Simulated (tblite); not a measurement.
Species: C4H7F2NS.
SMILES with atom numbers: `[CH3:1][N:2]([CH3:3])[C:4](=[S:5])[CH:6]([F:7])[F:8]` (hydrogens: H9, H10, H11 on C1; H12, H13, H14 on C3; H15 on C6)

Cartesian coordinates in Å at the GFN2-xTB level; atoms count from 1:
```
atom  x, y, z in Å
C1    -1.6855   -0.8683    0.0378
N2    -0.4455   -0.1331   -0.0018
C3    -0.5947    1.2919    0.1788
C4     0.7167   -0.7690   -0.1526
S5     0.8772   -2.3915   -0.3834
C6     2.0054    0.0249   -0.1036
F7     2.0947    0.9257   -1.1180
F8     2.1114    0.7474    1.0420
H9    -1.4741   -1.9314    0.1321
H10   -2.2767   -0.5337    0.8905
H11   -2.2549   -0.7003   -0.8785
H12   -1.4398    1.6320   -0.4216
H13    0.2872    1.8420   -0.1311
H14   -0.7972    1.5181    1.2293
H15    2.8715   -0.6467   -0.1693
```

All values are computed: GFN2-xTB (tblite) harmonic vibrations without scaling, gas phase. Errors from tens to a few hundred cm⁻¹ against measured bands are possible. One conformer, not necessarily the lowest.

Harmonic wavenumbers (cm⁻¹): 39.7, 59.0, 98.3, 110.5, 205.3, 209.4, 280.5, 285.2, 344.8, 411.2, 489.0, 564.8, 579.0, 748.3, 977.4, 996.8, 1042.1, 1047.8, 1080.4, 1113.3, 1129.7, 1166.1, 1242.7, 1251.8, 1287.6, 1395.0, 1421.3, 1449.4, 1451.5, 1464.4, 1474.9, 1532.2, 2942.1, 2965.8, 2979.6, 3001.1, 3005.7, 3035.7, 3087.5.

A = 2011, B = 1543, C = 1045 MHz; mass 139.027 u (most abundant isotopes); point group C1, symmetry number 1.

**Question.** Zero-point energy?

**Answer.** ½Σν̃ = 23983 cm⁻¹ = 68.57 kcal/mol.

**Question.** Entropy at 200 K, 1 bar (ideal gas, RRHO, classical rotation)?

**Answer.** Translation 38.74, rotation 27.79, vibration 19.71: S = 86.2 cal/(mol K).

**Question.** And Cp and H(200 K) − H(0)?

**Answer.** Cp = 26.79 cal/(mol K), of which vibrations give 18.84 (their classical limit is 39 R = 77.5); H(200 K) − H(0) = 3.65 kcal/mol without the zero-point energy, 2.06 from vibrations.

**Question.** How do the functions run with temperature in this model?

**Answer.** 
```
T (K)  S (cal/(mol K))  Cp (cal/(mol K))  H − H(0) (kcal/mol)  G − H(0) (kcal/mol)  ln q(vib)
  100             70.6              18.9                 1.34                -5.71       2.05
  300             98.4              33.8                 6.68               -22.85       7.23
  500            119.0              47.2                14.83               -44.65      11.79
  800            144.3              60.4                31.15               -84.28      17.99
 1000            158.4              66.1                43.83              -114.58      21.74
```

q(vib) and H(0) count from the zero-point level.

**Question.** Which modes carry the vibrational entropy at 200 K?

**Answer.** 39.7 cm⁻¹: 4.48; 59.0 cm⁻¹: 3.71; 98.3 cm⁻¹: 2.72; 110.5 cm⁻¹: 2.49; 205.3 cm⁻¹: 1.38; 209.4 cm⁻¹: 1.35 cal/(mol K); the other 33 give 3.57 together.

Hindered rotation and anharmonicity are outside this model. Other conformers, if any are populated, would add a mixing term that is left out. The structure is chiral; the term R ln 2 for an equal mix with its mirror image is left out.
